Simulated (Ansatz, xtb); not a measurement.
# CH4Ge: 4 structures ranked

4 gas-phase structures of CH4Ge, found in a search over its isomers (lower ones may exist). Each was relaxed with GFN2-xTB:

A. `[CH3][GeH]`, a triplet
B. `[CH3][GeH]`, a singlet
C. `[CH2]=[GeH2]`, a singlet
D. `[CH][GeH3]`, a triplet

Question: Which do you expect lowest at r2SCAN-D4/def2-SVP, and how would the others follow?

Answer: Calculated order at r2SCAN-D4/def2-SVP: B (0.000), C (0.596), A (0.953), D (2.618) eV.

Energies above the lowest of each column, in eV; the last columns are at B3LYP-D4/def2-TZVP geometries and were run for some of them only (a dash: not run or not comparable):

```csv
structure,GFN2-xTB,HF/STO-3G,r2SCAN-D4/def2-SVP,B3LYP-D4/def2-TZVP,CCSD(T)/def2-TZVPP
B,0.000,0.000,0.000,0.000,0.000
C,1.763,0.787,0.596,0.655,0.434
A,–,0.681,0.953,1.237,1.087
D,–,0.525,2.618,–,–
```

Every level run on B puts it lowest or level with the lowest. Some further structures that were screened fall inside this span and aren't listed. Frequencies (B3LYP-D4/def2-TZVP) were run for A, B, C alone. GFN2-xTB has no spin polarisation and isn't compared across spin states. Open shells are spin-unrestricted.

Programs: Ansatz 0.2.0, xtb 6.7.1.
